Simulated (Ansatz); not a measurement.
Steps of a relaxation of CH5FMoN2O (`C[N]=[Mo]([NH2])(=[O])[F]`) with RKS PBE0-D4/def2-TZVP.

```sh
$ ansatz run in.yaml --threads 4 --pin off --events-out ev --progress --plain --max-ram 11315MiB
```

```yaml
crystal:
  periodic: [false, false, false]
  atoms:
    - {symbol: C, position_ang: [-1.486625, -1.027335, 0.978555]}
    - {symbol: N, position_ang: [-0.305710, -0.303785, 0.646190]}
    - {symbol: Mo, position_ang: [0.519506, 1.018563, -0.140683]}
    - {symbol: N, position_ang: [1.805174, 0.166315, -1.317252]}
    - {symbol: O, position_ang: [-0.592704, 1.925522, -1.060508]}
    - {symbol: F, position_ang: [1.356804, 2.088416, 1.163214]}
    - {symbol: H, position_ang: [-1.358714, -2.104671, 0.729931]}
    - {symbol: H, position_ang: [-2.382150, -0.649713, 0.433796]}
    - {symbol: H, position_ang: [-1.687599, -0.966640, 2.071325]}
    - {symbol: H, position_ang: [2.144473, 0.623092, -2.170967]}
    - {symbol: H, position_ang: [2.052945, -0.826765, -1.313102]}
basis:
  gaussian: {orbitals: def2-TZVP}
hamiltonian: {xc: pbe0, dispersion: d4}
relax: {f_tol: 0.005, max_steps: 150}
```

Positions (Å) and forces (eV/Å) along the path, 9 of 9 steps:

```xyz
11
step=1 energy=-10716.3976 eV
C    -1.487   -1.027    0.979   -0.362   -0.218    0.077
N    -0.306   -0.304    0.646    0.313    0.727   -0.395
Mo    0.520    1.019   -0.141   -1.020   -0.179   -0.226
N     1.805    0.166   -1.317    0.171   -0.181   -0.296
O    -0.593    1.926   -1.061    0.881   -0.695    0.735
F     1.357    2.088    1.163   -0.183   -0.249   -0.294
H    -1.359   -2.105    0.730   -0.006    0.548    0.097
H    -2.382   -0.650    0.434    0.497   -0.153    0.257
H    -1.688   -0.967    2.071    0.156    0.010   -0.544
H     2.144    0.623   -2.171   -0.247   -0.271    0.561
H     2.053   -0.827   -1.313   -0.201    0.661    0.028
11
step=2 energy=-10716.4599 eV
C    -1.476   -1.020    0.969   -0.163   -0.122    0.055
N    -0.299   -0.298    0.641   -0.030    0.039   -0.033
Mo    0.511    1.006   -0.142   -0.069    0.089    0.078
N     1.795    0.166   -1.300    0.171   -0.162   -0.251
O    -0.586    1.905   -1.046    0.021   -0.058    0.039
F     1.345    2.068    1.152   -0.009   -0.009   -0.009
H    -1.341   -2.084    0.723   -0.012    0.167    0.033
H    -2.356   -0.644    0.425    0.150   -0.046    0.082
H    -1.672   -0.954    2.050    0.040   -0.004   -0.167
H     2.117    0.615   -2.151   -0.057   -0.061    0.151
H     2.027   -0.818   -1.300   -0.042    0.167    0.021
11
step=3 energy=-10716.4627 eV
C    -1.477   -1.019    0.969   -0.031   -0.033    0.012
N    -0.301   -0.297    0.640    0.009    0.034   -0.005
Mo    0.511    1.007   -0.140    0.004   -0.018    0.008
N     1.794    0.163   -1.305    0.029   -0.016   -0.038
O    -0.592    1.899   -1.043   -0.010    0.001   -0.002
F     1.342    2.069    1.153    0.002    0.007    0.008
H    -1.344   -2.076    0.717    0.005    0.001   -0.005
H    -2.353   -0.639    0.432    0.003    0.009   -0.005
H    -1.667   -0.958    2.045    0.006    0.003    0.003
H     2.118    0.611   -2.151   -0.007    0.012    0.007
H     2.033   -0.816   -1.297   -0.012    0.000    0.018
11
step=4 energy=-10716.4629 eV
C    -1.477   -1.019    0.969   -0.013   -0.015    0.004
N    -0.301   -0.296    0.641    0.011    0.018   -0.003
Mo    0.511    1.006   -0.140   -0.001   -0.009    0.004
N     1.795    0.163   -1.305    0.009   -0.004   -0.011
O    -0.592    1.897   -1.043   -0.003    0.001   -0.002
F     1.341    2.070    1.154    0.001    0.003    0.002
H    -1.344   -2.076    0.714    0.002   -0.002   -0.004
H    -2.353   -0.637    0.433   -0.002    0.005   -0.003
H    -1.666   -0.960    2.046    0.002    0.000    0.004
H     2.119    0.610   -2.151   -0.003    0.008    0.000
H     2.033   -0.816   -1.296   -0.005   -0.005    0.009
11
step=5 energy=-10716.4629 eV
C    -1.477   -1.019    0.969    0.005    0.002   -0.004
N    -0.301   -0.294    0.641   -0.003    0.001    0.009
Mo    0.511    1.007   -0.141    0.004   -0.004   -0.009
N     1.796    0.162   -1.304   -0.005    0.004    0.007
O    -0.593    1.896   -1.045    0.001    0.002    0.000
F     1.340    2.073    1.153    0.000   -0.001   -0.001
H    -1.345   -2.074    0.707   -0.001    0.000   -0.001
H    -2.353   -0.633    0.437   -0.001   -0.001    0.002
H    -1.662   -0.966    2.047    0.000   -0.002    0.000
H     2.118    0.608   -2.151    0.001   -0.001   -0.002
H     2.032   -0.818   -1.291    0.000   -0.001   -0.001
11
step=6 energy=-10716.4629 eV
C    -1.477   -1.019    0.969    0.009    0.006   -0.005
N    -0.302   -0.293    0.641   -0.006   -0.005    0.007
Mo    0.511    1.008   -0.141    0.001    0.004   -0.004
N     1.796    0.161   -1.304   -0.007    0.003    0.010
O    -0.593    1.896   -1.047    0.002    0.000    0.000
F     1.339    2.075    1.151   -0.001   -0.002   -0.003
H    -1.346   -2.073    0.701   -0.002    0.001    0.000
H    -2.355   -0.629    0.442   -0.001   -0.002    0.002
H    -1.659   -0.971    2.048   -0.001   -0.002   -0.001
H     2.119    0.607   -2.151    0.001   -0.003   -0.002
H     2.031   -0.818   -1.289    0.003    0.000   -0.004
11
step=7 energy=-10716.4630 eV
C    -1.476   -1.019    0.969    0.006    0.003   -0.002
N    -0.303   -0.290    0.642   -0.006   -0.004    0.005
Mo    0.509    1.010   -0.143   -0.003    0.004   -0.002
N     1.796    0.160   -1.301   -0.006    0.002    0.008
O    -0.593    1.895   -1.053    0.003   -0.002    0.002
F     1.335    2.081    1.148   -0.001   -0.001   -0.002
H    -1.349   -2.069    0.683   -0.003    0.007    0.002
H    -2.358   -0.620    0.455    0.004   -0.004    0.005
H    -1.649   -0.987    2.050    0.000   -0.002   -0.008
H     2.120    0.602   -2.149    0.002   -0.005   -0.001
H     2.032   -0.819   -1.281    0.004    0.002   -0.007
11
step=8 energy=-10716.4630 eV
C    -1.476   -1.019    0.970    0.000    0.001    0.001
N    -0.303   -0.289    0.643   -0.003   -0.006    0.001
Mo    0.509    1.010   -0.144    0.001    0.006   -0.002
N     1.797    0.159   -1.300   -0.003   -0.002    0.005
O    -0.593    1.893   -1.056    0.000   -0.001    0.002
F     1.334    2.083    1.146   -0.001    0.000   -0.001
H    -1.351   -2.067    0.677   -0.001    0.005    0.001
H    -2.359   -0.616    0.461    0.003   -0.002    0.002
H    -1.645   -0.994    2.051    0.000   -0.001   -0.005
H     2.122    0.601   -2.148    0.000   -0.002    0.000
H     2.033   -0.820   -1.280    0.003    0.002   -0.003
11
step=9 energy=-10716.4630 eV
C    -1.476   -1.018    0.970   -0.002   -0.001    0.001
N    -0.303   -0.288    0.643    0.003    0.001    0.000
Mo    0.509    1.010   -0.144   -0.005   -0.001    0.004
N     1.797    0.159   -1.299    0.001    0.001   -0.002
O    -0.594    1.893   -1.057    0.001   -0.001   -0.001
F     1.333    2.084    1.145    0.000    0.000    0.000
H    -1.353   -2.065    0.673    0.000    0.001    0.000
H    -2.360   -0.613    0.465    0.001    0.000    0.000
H    -1.643   -0.997    2.051    0.001    0.000   -0.001
H     2.121    0.599   -2.148    0.000    0.001    0.000
H     2.036   -0.820   -1.278   -0.001    0.000    0.000
```

Run time 48 s (4 threads of an Arm Neoverse V2 on a shared host); peak host memory 0.62 GiB.
